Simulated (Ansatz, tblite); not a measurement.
Removing and adding an electron: Hg4Se4. Total charge 0; singlet. Geometry: r2SCAN-D4/def2-SVP. Ansatz, gas phase; energy differences of separate SCF runs; the oxidised species was run as a doublet alone; the reduced species was run as a doublet alone.

Cartesian coordinates in Å:
```
Hg 2.573 0.110 -0.102
Hg -1.294 -0.104 0.456
Hg 0.255 0.795 -2.329
Hg -4.122 -0.943 1.698
Se -2.086 1.155 -1.560
Se 0.078 -1.385 2.120
Se 1.918 0.099 2.307
Se 2.679 0.271 -2.590
```

In the def2 sets Hg takes a core potential; there is no spin–orbit coupling. The xTB rows come from tblite. HOMO above LUMO, or a gap near zero within one spin, warns that the state may not be the lowest or that an electron is smeared out. The structure comes from a short search, and lower isomers may exist.

```
           level  −HOMO (eV)  vertical IE (eV)  −LUMO (eV)  vertical EA (eV)  HOMO–LUMO gap (eV)  IE − EA (eV)                                                                   remarks
        GFN1-xTB       10.03             12.45        7.75              5.79                2.28          6.65                                                                         –
        GFN2-xTB       11.16             13.12        9.16              7.41                2.00          5.70                                                                         –
 PBE-D4/def2-SVP        5.41              7.43        3.11              1.29                2.30          6.14  HOMO above zero (-1 doublet), gap within one spin near zero (-1 doublet)
PBE0-D4/def2-SVP        6.38              7.81        2.44              1.19                3.94          6.62                                              HOMO above zero (-1 doublet)
```

   A HOMO above zero means that the electron is unbound at that level or that self-interaction error raises the level; the energy of removing that electron tells which. Raw xTB energy differences between charge states are shifted by several eV; the methods need an empirical correction for them. Sets without diffuse functions give affinities that are too small.
